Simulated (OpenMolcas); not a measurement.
## Levels of neutral phosphorus by method

```
Program             : OpenMolcas 26.06
Basis               : ANO-RCC [8s7p5d4f2g]
Scalar Hamiltonian  : DKH2, point nucleus
Active space        : 5 electrons in 9 orbitals (RAS2 3s 3p; RAS3 3d, at most 2 electrons)
State averaging     : 2S+1 = 4 odd, 1 root; 2S+1 = 2 odd, 8 roots; 2S+1 = 2 even, 8 roots
Spin-orbit coupling : RASSI with atomic mean-field integrals over the reference wave functions, term energies averaged over their components
```

Methods on the same reference wave functions:
A. RASSCF
B. SS-RASPT2, IPEA 0.25 Eh, imaginary shift 0.1 Eh (closed shells correlated: 2s 2p)

Energies in cm-1 above 3s2 3p3 4S* 3/2, the measured ground level; measured values from NIST Handbook of Basic Atomic Spectroscopic Data.

| Level | A | B | Measured |
| --- | --- | --- | --- |
| 3s2 3p3 4S* 3/2 | 0.0 | 0.0 | 0.0 |
| 3s2 3p3 2D* 3/2 | 14574 | 11300 | 11361 |
| 3s2 3p3 2D* 5/2 | 14582 | 11310 | 11377 |
| 3s2 3p3 2P* 1/2 | 22678 | 19020 | 18723 |
| 3s2 3p3 2P* 3/2 | 22682 | 19030 | 18748 |

Deviations, from unrounded energies. A percentage is the sum of absolute deviations over the sum of measured energies, with the sign that they share, or ± where signs differ.

```json
{"Against measurement": "mean absolute deviation (cm-1)", "Levels": "4", "A": "3600", "B": "170"}
{"Against measurement": "other terms of the ground configuration (%)", "Levels": "4", "A": "+23.8", "B": "±1.2"}
```

B lies closest to measurement on these levels. The largest miss of B in the table is 3s2 3p3 2P* 1/2, by +300 cm-1. The ranking rests on the paired levels alone, and a cruder setting can come out closer through cancelling errors.

From A to B the spin-free energies of the other terms of 3s2 3p3 shown, above 4S*, scale by factors of 0.78 to 0.84.

The lowest spin-free term lies below A's lowest term by 0.198 hartree in B.

Over all roots computed the reference weight is 0.93 to 0.98 in B; the roots of lowest weight are the least certain, and an intruder state may touch them. The run also gave levels led by 3s2 3p2 3d, which use shells meant for correlation; these and all levels above them are left out. Without dynamic correlation excited terms often stand tens of per cent too high (terms of higher spin than the ground term too low), and those without a measured partner can miss by more than the paired ones (holds for A). Computed and measured levels are paired by configuration, term and J; levels that our copy of the source lacks, or whose pairing is in doubt (as where it misses far off the trend of its configuration), stay unpaired and out of the deviations. Levels of configurations outside the active space are missing. The table leaves out levels that lie high or whose names do not pair safely across all columns.

* marks odd parity.
